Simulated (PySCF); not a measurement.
C6H12O, charge +1, quartet, geometry from GFN2-xTB of the parent state (a state made from the parent by changing its charge; the spin is typed, not shown lowest); PySCF with MP2/STO-3G.

The PySCF input:
```python
from pyscf import gto, scf, mp

mol = gto.M(
    atom='''
C    -1.959107   -1.591454    0.525862
C    -0.989399   -0.383712    0.621732
C    -1.684457    0.866023    0.164280
C     0.224291   -0.714087   -0.246666
C     1.193854    0.457919   -0.316915
C     2.615348    0.050292   -0.535529
O     0.842531    1.597937   -0.218175
H    -1.458325   -2.493957    0.863528
H    -2.815826   -1.396787    1.164524
H    -2.307285   -1.736582   -0.493078
H    -0.677921   -0.284536    1.665965
H    -2.123817    0.769434   -0.827635
H    -2.418470    1.231619    0.879041
H    -0.904258    1.664198    0.085365
H    -0.079363   -0.888359   -1.286040
H     0.737500   -1.608261    0.106628
H     3.028020   -0.245912    0.431389
H     3.188710    0.895719   -0.911745
H     2.687615   -0.799956   -1.209136
''',
    basis='sto-3g',
    charge=1,
    spin=3,
    verbose=4,
)

mf = scf.UHF(mol)
mf.kernel()

pt = mp.MP2(mf)
pt.kernel()
print('E(MP2) = %.10f' % pt.e_tot)
mf.analyze()
```

The log (banner, timings and long lists left out):

```
PySCF version 2.14.0

[INPUT] verbose = 4
[INPUT] num. atoms = 19
[INPUT] num. electrons = 55
[INPUT] charge = 1
[INPUT] spin (= nelec alpha-beta = 2S) = 3
[INPUT] symmetry False subgroup None
[INPUT] Mole.unit = angstrom
[INPUT] Symbol           X                Y                Z      unit          X                Y                Z       unit  Magmom
[...]
nuclear repulsion = 317.904103481454
number of shells = 33
number of NR pGTOs = 141
number of NR cGTOs = 47
basis = sto-3g
ecp = {}

******** <class 'pyscf.scf.uhf.UHF'> ********
method = UHF
initial guess = minao
damping factor = 0
level_shift factor = 0
DIIS = <class 'pyscf.scf.diis.CDIIS'>
diis_start_cycle = 1
diis_space = 8
diis_damp = 0
SCF conv_tol = 1e-09
SCF conv_tol_grad = None
SCF max_cycles = 50
direct_scf = True
direct_scf_tol = 1e-13
number electrons alpha = 29  beta = 26
Set gradient conv threshold to 3.16228e-05
init E= -306.692424590675

cycle= 1 E= -304.456127718762  delta_E= 2.24  |g|= 0.512  |ddm|=  3.7

cycle= 2 E= -304.585452243217  delta_E= -0.129  |g|= 0.598  |ddm|= 1.58
cycle= 3 E= -304.777622853637  delta_E= -0.192  |g|= 0.247  |ddm|= 0.549
cycle= 4 E= -304.822101692913  delta_E= -0.0445  |g|= 0.0591  |ddm|= 0.359
cycle= 5 E= -304.826717082682  delta_E= -0.00462  |g|= 0.0194  |ddm|= 0.124
cycle= 6 E= -304.827522616331  delta_E= -0.000806  |g|= 0.00523  |ddm|= 0.0633
cycle= 7 E= -304.827603460212  delta_E= -8.08e-05  |g|= 0.00269  |ddm|= 0.0176
cycle= 8 E= -304.82763564923  delta_E= -3.22e-05  |g|= 0.00162  |ddm|= 0.0116
cycle= 9 E= -304.827654189373  delta_E= -1.85e-05  |g|= 0.000944  |ddm|= 0.0102
cycle= 10 E= -304.827662833273  delta_E= -8.64e-06  |g|= 0.000527  |ddm|= 0.00831
cycle= 11 E= -304.82766520956  delta_E= -2.38e-06  |g|= 0.000217  |ddm|= 0.00501
cycle= 12 E= -304.827665568923  delta_E= -3.59e-07  |g|= 0.000106  |ddm|= 0.00192
cycle= 13 E= -304.827665631442  delta_E= -6.25e-08  |g|= 5.35e-05  |ddm|= 0.000708
cycle= 14 E= -304.827665646873  delta_E= -1.54e-08  |g|= 2.43e-05  |ddm|= 0.000391
cycle= 15 E= -304.82766564919  delta_E= -2.32e-09  |g|= 1.04e-05  |ddm|= 0.000125
cycle= 16 E= -304.827665649652  delta_E= -4.61e-10  |g|= 4.82e-06  |ddm|= 5.71e-05
Extra cycle  E= -304.827665649696  delta_E= -4.47e-11  |g|= 3.31e-06  |ddm|= 9.94e-06
converged SCF energy = -304.827665649696  <S^2> = 3.7604894  2S+1 = 4.0052413

******** <class 'pyscf.mp.ump2.UMP2'> ********
nocc = (np.int64(29), np.int64(26)), nmo = (47, 47)
E(UMP2) = -305.141652220503  E_corr = -0.313986570806146
E(SCS-UMP2) = -305.167421389973  E_corr = -0.3397557402765
E_corr(same-spin) = -0.0427247823356251
E_corr(oppo-spin) = -0.27126178847052
E(MP2) = -305.1416522205
**** SCF Summaries ****
Total Energy =                        -304.827665649696485
Nuclear Repulsion Energy =             317.904103481453660
One-electron Energy =                -1031.668163561810388
Two-electron Energy =                  408.936394430660243
Two-electron Coulomb Energy =          452.343105630452953
DFT Exchange-Correlation Energy =      -43.406711199792710
**** MO energy ****
                             alpha | beta                alpha | beta
[...]
To work with the spin densities directly, `use mulliken_meta_spin()` only printing them here.

 ** Mulliken spin pop alpha/beta on meta-lowdin orthogonal AOs **
 ** Mulliken Spin Density (per AO)  **
spin_pop of  0 C 1s       -0.00000
spin_pop of  0 C 2s        0.00487
spin_pop of  0 C 2px       0.01328
spin_pop of  0 C 2py       0.01487
spin_pop of  0 C 2pz       0.00186
spin_pop of  1 C 1s       -0.00000
spin_pop of  1 C 2s       -0.00091
spin_pop of  1 C 2px       0.01216
spin_pop of  1 C 2py      -0.00358
spin_pop of  1 C 2pz       0.00196
spin_pop of  2 C 1s       -0.00000
spin_pop of  2 C 2s        0.00424
spin_pop of  2 C 2px       0.02793
spin_pop of  2 C 2py       0.03080
spin_pop of  2 C 2pz       0.00309
spin_pop of  3 C 1s       -0.00000
spin_pop of  3 C 2s       -0.00504
spin_pop of  3 C 2px       0.05199
spin_pop of  3 C 2py       0.03374
spin_pop of  3 C 2pz      -0.00716
spin_pop of  4 C 1s       -0.00003
spin_pop of  4 C 2s        0.04637
spin_pop of  4 C 2px       0.05344
spin_pop of  4 C 2py      -0.01875
spin_pop of  4 C 2pz       0.88822
spin_pop of  5 C 1s        0.00000
spin_pop of  5 C 2s       -0.00042
spin_pop of  5 C 2px       0.06114
spin_pop of  5 C 2py       0.00229
spin_pop of  5 C 2pz      -0.00965
spin_pop of  6 O 1s       -0.00001
spin_pop of  6 O 2s        0.03277
spin_pop of  6 O 2px       0.61880
spin_pop of  6 O 2py       0.04618
spin_pop of  6 O 2pz       0.98156
spin_pop of  7 H 1s       -0.00163
spin_pop of  8 H 1s        0.00164
spin_pop of  9 H 1s       -0.00219
spin_pop of  10 H 1s        0.00002
spin_pop of  11 H 1s       -0.00205
spin_pop of  12 H 1s        0.00116
spin_pop of  13 H 1s       -0.00732
spin_pop of  14 H 1s        0.04429
spin_pop of  15 H 1s        0.00708
spin_pop of  16 H 1s        0.04944
spin_pop of  17 H 1s        0.00647
spin_pop of  18 H 1s        0.01711
 ** Mulliken Spin Density (per atom)  **
spin density of  0 C =      0.03489
spin density of  1 C =      0.00962
spin density of  2 C =      0.06606
spin density of  3 C =      0.07352
spin density of  4 C =      0.96925
spin density of  5 C =      0.05336
spin density of  6 O =      1.67929
spin density of  7 H =     -0.00163
spin density of  8 H =      0.00164
spin density of  9 H =     -0.00219
spin density of  10 H =      0.00002
spin density of  11 H =     -0.00205
spin density of  12 H =      0.00116
spin density of  13 H =     -0.00732
spin density of  14 H =      0.04429
spin density of  15 H =      0.00708
spin density of  16 H =      0.04944
spin density of  17 H =      0.00647
spin density of  18 H =      0.01711
 ** Mulliken pop alpha/beta on meta-lowdin orthogonal AOs **
 ** Mulliken pop       alpha | beta **
In total            29.00000 | 26.00000
 ** Mulliken atomic charges   ( Nelec_alpha | Nelec_beta ) **
charge of  0C =     -0.09204  (     3.06346      3.02858 )
charge of  1C =      0.00712  (     3.00125      2.99163 )
charge of  2C =     -0.10014  (     3.08310      3.01704 )
charge of  3C =     -0.00896  (     3.04124      2.96772 )
charge of  4C =      0.04644  (     3.46140      2.49215 )
charge of  5C =     -0.06899  (     3.06118      3.00782 )
charge of  6O =      0.42476  (     4.62726      2.94797 )
charge of  7H =      0.04882  (     0.47477      0.47641 )
charge of  8H =      0.05871  (     0.47146      0.46982 )
charge of  9H =      0.04766  (     0.47508      0.47726 )
charge of  10H =      0.04657  (     0.47673      0.47671 )
charge of  11H =      0.05560  (     0.47118      0.47323 )
charge of  12H =      0.07100  (     0.46508      0.46392 )
charge of  13H =      0.02146  (     0.48561      0.49293 )
charge of  14H =      0.07958  (     0.48235      0.43806 )
charge of  15H =      0.08616  (     0.46046      0.45338 )
charge of  16H =      0.09407  (     0.47768      0.42825 )
charge of  17H =      0.08523  (     0.46062      0.45415 )
charge of  18H =      0.09696  (     0.46007      0.44296 )

WARN: System has nonzero charge 1; the dipole moment is origin-dependent.
Location of origin: [0. 0. 0.]

Dipole moment(X, Y, Z, Debye):  3.75031,  1.59730, -0.98242
```
